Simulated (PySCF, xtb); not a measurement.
GaF3, SMILES [F][Ga]([F])[F].

Harmonic wavenumbers (cm⁻¹) from xtb with GFN2-xTB at its own minimum, in rising order: 109, 109, 143, 412, 501, 501.

### Question
What does B3LYP-D3(BJ)/def2-SVP run with PySCF 2.14.0 give at its own minimum? (Estimate from the structure and the level; the computed values follow.)

### Answer
186, 186, 200, 672, 768, 768. Paired by order, the mean absolute difference is 167 cm⁻¹ and the zero-point energies are 2.5 and 4.0 kcal/mol.
